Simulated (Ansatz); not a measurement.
Two isomers of C4H2F4: A = `FC1(F)C=CC1(F)F`, B = `FC1=CC(F)C1(F)F`.

Isolated molecules relaxed with PBE0-D4/def2-TZVP in Ansatz; ΔE leaves out vibrations. CBS: MP2 limit from def2 TZ/QZ plus the TZ coupled-cluster correction, frozen cores. Functionals use def2-TZVPP. B3LYP here is the variant with VWN-RPA as its local correlation; programs differ in this.

Problem. Which isomer does CCSD(T)/CBS put lower? Give the gap. (Estimate.)

Solution. Computed: A, by 30.2 kJ/mol.

Problem. Give E(B) − E(A) in kJ/mol with B3LYP-D4, CCSD(T)/def2-TZVPP, BLYP-D4, MP2/def2-TZVPP, CCSD(T)/def2-SVP, CCSD/def2-TZVPP, PBE0-D4. (Best estimate.)

Solution. Ansatz gave: B3LYP-D4 24.4, CCSD(T)/def2-TZVPP 29.3, BLYP-D4 21.6, MP2/def2-TZVPP 28.6, CCSD(T)/def2-SVP 35.0, CCSD/def2-TZVPP 29.8, PBE0-D4 23.7. None reverses the order clearly.

Problem. Does the order hold for the free energy at 298.15 K (harmonic terms from PBE0-D4)? (An estimate is asked.)

Solution. Ansatz gave: Yes: G(B) − G(A) = +29.2 kJ/mol.

Largest T1 diagnostic: 0.012.

From BLYP to BHLYP (50 % exact exchange), in def2-TZVPP and without D4, E(B) − E(A) moves by +7.8 kJ/mol. In def2-TZVPP, CCSD(T) changes the Hartree–Fock value by −4.3 kJ/mol (the triples alone add −0.5 kJ/mol) and MP2 by −5.1 kJ/mol.
